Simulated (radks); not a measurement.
The numbers below are computed, except where a source is named.
Initial-state core-level shifts of the manganese ion Mn+ when its valence configuration changes from [Ar] 3d5 4s1. Level of theory: Dirac Kohn-Sham, PBE, spin-unpolarised, spherical densities, finite nucleus; open shells fill j = l - 1/2 first; Fermi nuclear charge, rms radius 3.7057 fm (a radial shooting solver on a logarithmic mesh with Libxc functionals). Shifts are changes of the shell-averaged eigenvalues in eV (positive: less bound); the change of the density at the nucleus, which sets a Mossbauer isomer shift, is in e/bohr^3, on a base of 1.317e+04.

valence               1s       2s       2p       3p  density at nucleus
3d4 4s2           -6.518   -7.430   -7.350   -6.084             +10.538
3d4 4s1 4p1       -7.884   -8.751   -8.670   -7.429              +3.246
3d3.5 4s2 4p0.5  -10.985  -12.424  -12.298  -10.135             +13.245
3d4.5 4s1.5       -3.086   -3.512   -3.473   -2.920              +4.880
3d6               +5.047   +5.722   +5.658   +4.960              -7.717
3d5.5 4s0.5       +2.717   +3.083   +3.049   +2.638              -4.172
3d3.5 4s1.5 4p1  -11.648  -13.071  -12.944  -10.785              +9.314
3d5 4p1           -1.384   -1.311   -1.313   -1.377              -6.539
3d4.5 4s0.5 4p1   -4.466   -4.833   -4.796   -4.286              -2.012
